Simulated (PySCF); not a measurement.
C₂H₄AlB, CH₄AlBN (calculated)

All values are calculated (PySCF 2.14.0). Calculation on a computer-drawn molecule: the log of a Hartree-Fock and frozen-core CCSD(T) single point meant for a local Hartree-Fock minimum, with one planted fault or none, to be diagnosed. Offsets are logged minus clean, where the clean run is the same molecule without the fault. The reference is restricted for singlets and unrestricted otherwise, and also for a bond in bohr or an excited solution. Adding or removing an electron swaps singlet and doublet. The excited solution moves the top pair (singlet) or top alpha electron (doublet) to the lowest empty orbital. Highest occupied and lowest empty are orbital energies over both spins, largest force is the largest gradient component, triples share is (T) over the correlation energy, the T1 limit is 0.02 restricted and 0.045 unrestricted, electrons count all cores, a negative frequency is imaginary (commonest isotopes), and the dipole is about the centre of nuclear charge.

Common to all runs: meant multiplicity 1; meant basis cc-pV(D+d)Z; logged basis functions 85; logged SCF converged yes; logged CC converged yes; logged SCF stable within its kind yes; possible faults no fault, one electron removed, one electron added, multiplicity raised by two, geometry at a saddle point, SCF held on an excited solution, minimal basis STO-3G, one bond length entered in bohr, all coordinates scaled.

(1) C₂H₄AlB

Logged structure:
```xyz
8
C2H4AlB
C     -2.0375     1.4383    -1.6369
B     -1.4758     1.5776    -0.2031
C     -1.1068     1.8004     1.1055
Al    -2.2626     2.9319     2.2202
H     -1.3263     1.7960    -2.3844
H     -2.9425     2.0502    -1.7199
H     -2.3098     0.4068    -1.8689
H     -0.2229     1.4061     1.6025
```

```
meant charge            : 0
logged electrons        : 35
logged spin squared     : 0.7758
logged highest occupied : 0.38198 eV
logged lowest empty     : 6.594 eV
logged largest force    : 0.025157 hartree/bohr
logged T1 diagnostic    : 0.029691
logged D1 diagnostic    : 0.13904
logged triples share    : 0.039951
logged dipole magnitude : 9.3468 debye
logged energy HF        : -344.59407 hartree
logged energy CCSD(T)   : -345.06806 hartree
planted fault           : withheld
```

Drawn bonds:
| atom | other atom | order |
| --- | --- | --- |
| 1 | 2 | 1 |
| 2 | 3 | 2 |
| 3 | 4 | 1 |
| 1 | 5 | 1 |
| 1 | 6 | 1 |
| 1 | 7 | 1 |
| 3 | 8 | 1 |

Notes: highest electron not bound in this basis.

(2) CH₄AlBN

Logged structure:
```xyz
8
CH4AlBN
C     -0.2263    -1.9162    -0.0818
B      0.4033    -0.9572     0.9280
N      0.9303    -0.1543     1.7734
Al     1.6184     0.8941     2.8776
H     -0.5929    -1.3625    -0.9487
H      0.5124    -2.6469    -0.4180
H     -1.8085    -2.9208     0.7824
H      2.2513     1.8582     3.8931
```

```
meant charge            : 1
logged electrons        : 34
logged spin squared     : 0.7165
logged highest occupied : -15.82 eV
logged lowest empty     : -3.7762 eV
logged largest force    : 0.018856 hartree/bohr
logged T1 diagnostic    : 0.061594
logged D1 diagnostic    : 0.27451
logged triples share    : 0.0418
logged dipole magnitude : 4.0232 debye
logged energy HF        : -360.94897 hartree
logged energy CCSD(T)   : -361.40677 hartree
planted fault           : withheld
```

Drawn bonds:
| atom | other atom | order |
| --- | --- | --- |
| 1 | 2 | 1 |
| 2 | 3 | 2 |
| 3 | 4 | 1 |
| 1 | 5 | 1 |
| 1 | 6 | 1 |
| 1 | 7 | 1 |
| 4 | 8 | 1 |

Notes: T1 above single-reference limit.

**Q.** Give the missing planted fault for C₂H₄AlB (entry 1).
**A.** one electron added

**Q.** CH₄AlBN (entry 2): planted fault?
**A.** one bond length entered in bohr, row 6 of the drawn bonds

Further results for C₂H₄AlB (entry 1):

```
HF energy offset from clean run      : 20.82 kcal/mol
CCSD(T) energy offset from clean run : 11.88 kcal/mol
```

Further results for CH₄AlBN (entry 2):

```
HF energy offset from clean run      : 81.86 kcal/mol
CCSD(T) energy offset from clean run : 83.65 kcal/mol
```
